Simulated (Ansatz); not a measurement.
Ansatz (a first-principles code) input (CCSD(T)/def2-TZVPPD):
A basis named .json is the Basis Set Exchange file of that set.

Ansatz 0.2 input:
```yaml
crystal:
  periodic: [false, false, false]
  atoms:
    - {symbol: I, position_ang: [-1.35865090, -1.53912754, -0.49360385]}
    - {symbol: C, position_ang: [0.10692677, -0.10240260, -0.04055991]}
    - {symbol: C, position_ang: [1.50068048, -0.38369612, -0.19500758]}
    - {symbol: C, position_ang: [2.31257953, 0.64976902, 0.14035536]}
    - {symbol: Se, position_ang: [1.34272697, 2.14392526, 0.70907244]}
    - {symbol: C, position_ang: [-0.20634239, 1.13583284, 0.41156013]}
    - {symbol: H, position_ang: [1.86690870, -1.33666074, -0.54786098]}
    - {symbol: H, position_ang: [3.38939378, 0.67261792, 0.10634825]}
    - {symbol: H, position_ang: [-1.18358832, 1.54732459, 0.59596549]}
basis:
  gaussian:
    orbitals: def2-TZVPPD.json
magnetization: {spin_polarized: true, initial_magnetization: 2}
correlation: {method: ccsd_t, electrons: outside_noble_gas}
```

End of the output:

```
determinant -77542.66242877 eV, -2849.6402839531 hartree, with singles and doubles -77567.92114521 eV, -2850.5685246612 hartree
determinant -77542.50005563 eV, -2849.6343168501 hartree, with singles and doubles -77568.05363957 eV, -2850.5733937389 hartree
determinant -77541.51756213 eV, -2849.5982108800 hartree, with singles and doubles -77567.40911304 eV, -2850.5497078260 hartree
determinant -77539.69719258 eV, -2849.5313135327 hartree, with singles and doubles -77565.59798480 eV, -2850.4831500909 hartree
determinant -77542.73113585 eV, -2849.6428088916 hartree, with singles and doubles -77567.86249391 eV, -2850.5663692656 hartree
determinant -77542.66242877 eV, -2849.6402839531 hartree, with singles and doubles -77567.79084024 eV, -2850.5637360418 hartree
determinant -77542.50005563 eV, -2849.6343168501 hartree, with singles and doubles -77567.85851412 eV, -2850.5662230111 hartree
27 core orbitals not correlated
reference -77542.73113585 eV, -2849.6428088916 hartree; 17, 15 occupied and 271, 273 virtual orbitals, 2081 factors
second order -23.49646259 eV of doubles, -0.00000000 eV of singles
coupled cluster: 37.77 GiB planned
cycle   1  -25.13135312 eV  change    4.9e-6 eV  update   4.2e-6
coupled cluster: 37.77 GiB planned
perturbative correction -1.36623537 eV, -0.0502082238 hartree
Total energy: -77569.22872434 eV, -2850.6165773077 hartree
```

This state (charge 0, triplet) is run at the relaxed geometry of the species with charge 0 and multiplicity 1, and is a spin state other than that species' own.

The determinant is spin-contaminated: <S^2> is 2.22 against 2.00 for a pure state.
